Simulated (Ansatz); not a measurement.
Saddle point of Si2H5F3, singlet (SiHF₃ ([F][SiH]([F])[F]) + SiH₄ → Si₂H₄F₂ ([F][SiH]([F])[SiH3]) + HF; bonds formed: Si1–Si7, F2–H6; bonds broken: Si1–F2, H6–Si7), PBE0-D4/def2-TZVP structure:

```xyz
10
angstrom
Si -0.2587 -1.1791 -0.0382
F 1.5747 -1.0555 -0.5942
F -1.7428 -0.7166 0.4052
F 0.1899 -1.9923 1.2428
H -0.5519 -1.9319 -1.2596
H 1.0516 -0.0353 -0.3477
Si -0.0093 1.3914 0.1019
H -0.4173 1.5610 1.5134
H 1.2301 2.1721 -0.1680
H -1.0660 1.7863 -0.8556
```

Energies are electronic, without zero-point energy. Barriers and step energies count from the start structure reached by relaxing down the imaginary mode; all methods use the PBE0-D4 structures, on which another method's saddle can fall below an end. Computed with Ansatz 0.2.0 (basis: def2-TZVPP, with def2-QZVPP for the basis limit); correlated methods freeze the cores. B3LYP uses VWN-RPA correlation. Extrapolation: Hartree–Fock as exp(−7.88 √X), correlation as X^−2.97.

```csv
method,barrier (kcal/mol),step energy (kcal/mol)
SPW92,51.37,30.43
PBE-D4,59.60,31.04
BLYP-D4,68.03,35.12
r2SCAN-D4,67.03,37.08
B97M-V,?,38.26
PBE0-D4,?,33.28
B3LYP-D4,72.98,36.66
r2SCAN0-D4,?,37.68
BHLYP-D4,80.99,39.25
CAM-B3LYP-D4,74.58,38.21
wB97X-V,72.47,36.68
wB97M-V,72.40,38.11
B2PLYP,75.72,38.68
PBE-QIDH,73.32,36.87
RPA on PBE,76.20,38.64
HF,99.46,45.14
MP2,76.11,39.54
CCSD,80.56,39.23
CCSD(T),76.64,38.27
```

**Question.** Fill in the withheld barriers. (To be estimated.)

**Answer.** Computed: PBE0-D4 66.84; B97M-V 72.11; r2SCAN0-D4 71.76 kcal/mol. Each is the energy of the saddle less that of the start structure, by the same method.

For comparison, the barrier by CCSD(T) at an estimated basis limit (MP2 extrapolated from triple and quadruple zeta, plus CCSD(T) − MP2 in triple zeta) is 75.41 kcal/mol.

No T1 diagnostic of these runs exceeds 0.014.

Labels in which every atom is bracketed show which atoms are joined, not bond orders.

For scale, one of the runs: CCSD(T)/def2-TZVPP, 247 basis functions, launched by `ansatz run in.yaml --threads 8 --pin off --events-out ev --progress --plain --max-ram 19148MiB`. Hardware: 8 CPU threads of an Intel Xeon Platinum 8259CL, shared host. Wall time 45 s; peak host memory 5.2 GiB.
